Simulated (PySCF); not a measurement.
Gas-phase reaction: SbF₅ = SbF₃ + F₂

Computed with PySCF and rigid-rotor harmonic-oscillator thermochemistry at 1 bar. † marks an energy on the PBE0/def2-TZVP geometry and frequencies; other levels use their own. MP2 and CCSD(T) freeze the core. All species are closed-shell singlets. Sb: scalar-relativistic def2 core potential, no spin-orbit coupling. MP2 isn't extrapolated to the basis-set limit; its ΔH°(298 K) is 425.3 kJ in def2-SVP and 441.9 kJ in def2-TZVPP. CCSD(T) isn't extrapolated to the basis-set limit; its ΔH°(298 K) is 378.4 kJ in def2-SVP and 418.4 kJ in def2-TZVPP. The harmonic model lacks anharmonicity and excited electronic states, which grow with temperature; levels with a mode under 35 cm⁻¹ are left out. Soft modes under 120 cm⁻¹ make the harmonic entropy rough for SbF₅.

```csv
level,"ΔE electronic, kJ","ΔH°(298 K), kJ","ΔS°(298 K), J/K","ΔG°(2000 K), kJ"
CCSD(T)/def2-SVP†,384,378,159,82
CCSD(T)/def2-TZVPP†,424,418,159,122
MP2/def2-SVP†,431,425,159,129
PBE/def2-SVP,355,350,153,67
PBE/def2-TZVP†,381,376,159,80
PBE0/def2-QZVP†,424,419,159,122
PBE0/def2-TZVP,412,407,159,111
ωB97M-V/def2-TZVP†,419,414,159,117
ωB97X-V/def2-TZVP†,426,420,159,124
```
ΔH° is lowest at PBE/def2-SVP and highest at MP2/def2-SVP†. No reference value is set beside these.
